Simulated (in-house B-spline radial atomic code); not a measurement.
# Cs2+: [Kr] 4d10 5s2 5p5

Level of theory: Dirac-Kohn-Sham PBE0, spherical fractional occupations, Fermi nucleus of rms radius 4.8041 fm; calculated with an all-electron radial atomic-structure program (B-spline basis).

Screening seen three ways: the hydrogenic charge with the same mean radius, Z_r = [3n² - l(l+1)]/(2<r>), the one with the same energy, Z_e = n√(-2ε), and Slater's rules. Values are occupation-weighted means over j. An effective charge above Z reflects the relativistic contraction of the inner shells.

```tsv
shell	electrons	ε (eV)	<r> (bohr)	Z_r	Z_e	Slater
1s	2	-35891	0.02611	57.45	51.36	54.70
2s	2	-5668.7	0.1117	53.74	40.82	50.85
2p	6	-5095.3	0.09797	51.03	38.70	50.85
3s	2	-1203.5	0.2983	45.25	28.22	43.75
3p	6	-1016.5	0.2962	42.19	25.93	43.75
3d	10	-737.19	0.2734	38.41	22.08	33.85
4s	2	-245.87	0.6945	34.56	17.00	27.25
4p	6	-185.17	0.7386	31.14	14.76	27.25
4d	10	-95.003	0.8354	25.14	10.57	15.85
5s	2	-44.945	1.711	21.91	9.09	9.60
5p	5	-29.889	1.989	18.35	7.41	9.60
```

The least bound orbital is 5p3/2 at -29.27 eV, and it is also the most diffuse (<r> = 2.014 bohr).

Spin-orbit splittings of the orbital energies (j = l + 1/2 above j = l - 1/2 when positive): 2p 352.6 eV, 3p 68.02 eV, 3d 14.39 eV, 4p 13.91 eV, 4d 2.321 eV, 5p 1.845 eV.

For the 1s electron the small component carries 4.12 % of the norm, the zero-frequency Breit interaction raises the level by 92.23 eV, self-energy by 53.26 eV, and vacuum polarisation lowers it by 7.579 eV.

Caution: exact exchange at fractional occupations of open shells leaves self-interaction of up to several eV.
